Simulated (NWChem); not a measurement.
**Electron attachment to AsF2**

SMILES: F[As]F
```xyz
3

F      1.3031     0.0000     0.7453
As     0.0000     0.0000    -0.4065
F     -1.3031     0.0000     0.7453
```
Charge 0, spin multiplicity 2.

Everything below was run with NWChem. All single points use one geometry, from UPBE0/def2-SVP, a minimum by its harmonic frequencies.

Basis set: def2-TZVPD. The species with one electron more has spin multiplicity 1 and keeps the geometry of the parent. Δ marks differences of total energies (open shells unrestricted). −ε marks an orbital energy of the parent. That orbital need not have the symmetry of the hole or added electron in the Δ rows. The basis adds only a small set of diffuse functions.

The Hamiltonian is non-relativistic. B3LYP has NWChem's definition, with VWN1-RPA local correlation. The structure started from a generated list of species. The unpaired electrons of the parent sit in orbitals of symmetry b2 (C2v labels of the run); other states weren't searched. No SCF solution was tested for a lower state.

Question: Order these methods by the vertical electron affinity they give, lowest first: −ε(beta LUMO) of B3LYP, −ε(beta LUMO) of PBE0, −ε(beta LUMO) of PBE, −ε(beta LUMO) of BP86, ΔB3LYP.

Answer: ΔB3LYP (0.88 eV), −ε(beta LUMO) of PBE0 (2.99 eV), −ε(beta LUMO) of B3LYP (3.42 eV), −ε(beta LUMO) of PBE (3.91 eV), −ε(beta LUMO) of BP86 (4.07 eV)
